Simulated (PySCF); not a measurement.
# State search for SnN

Unrestricted PBE0; PySCF, scalar-relativistic core potentials, basis sets Sn aug-cc-pVDZ-PP with ECP28, N aug-cc-pVDZ. Outer shells of the fragments: Sn 4d10 5s2 5p2; N 2s2 2p3.

Followed along the bond (rough minima from three points):

```csv
2Ms+1,unpaired,⟨S²⟩ at the start,R at minimum (Å),Te (eV)
2,π ↑,0.93,1.99,0.00
2,σ ↑,1.14,1.89,0.17
4,π ↑↑↑,3.76,none in the scan,≤ 1.09
6,"σ ↑, π ↑↑↑↑",8.76,none in the scan,≤ 2.96
```

Solutions found at the starting distance of 2.005 Å, counted from the lowest of them; the search is not exhaustive and high or unbound solutions are not listed, so other states can lie among these:

| 2Ms+1 | unpaired | term | E (eV) | ⟨S²⟩ | ⟨Lz²⟩ | μ (D) |
| --- | --- | --- | --- | --- | --- | --- |
| 2 | π ↑ | ²Π | 0.00 | 0.93 | 1.00 | -3.59 |
| 2 | σ ↑ | mixed | 0.32 | 1.14 | 0.00 | -3.82 |
| 4 | π ↑↑↑ | ⁴Π | 1.41 | 3.76 | 1.01 | -1.21 |
| 4 | σ ↑, π ↑↑ | mixed | 1.64 | 3.78 | 2.01 | -2.10 |
| 4 | σ ↑, π ↑↑ | mixed | 2.02 | 3.76 | 2.01 | -2.22 |
| 2 | σ ↓, π ↑↑ | mixed | 2.25 | 1.77 | 2.01 | -2.21 |

A term symbol is given only where ⟨S²⟩ and ⟨Lz²⟩ are close to those of a pure state; real π, δ and φ orbitals otherwise mix terms. A positive dipole means Sn(−)N(+).

Q: Compare the gap between the two lowest followed solutions at the starting distance with the gap between their minima.

A: At PBE0 the second solution (Ms = 0.5 of mixed spin, unpaired electrons σ ↑) lies +0.32 eV from the first (doublet, unpaired electrons π ↑) at 2.005 Å and +0.17 eV at the minima; the two curves relax by different amounts, since their minima lie near 1.89 and 1.99 Å.

Spin–orbit coupling is left out. Counting both spins, an empty level lies below a filled one in some of these solutions, because spin and occupation are held.
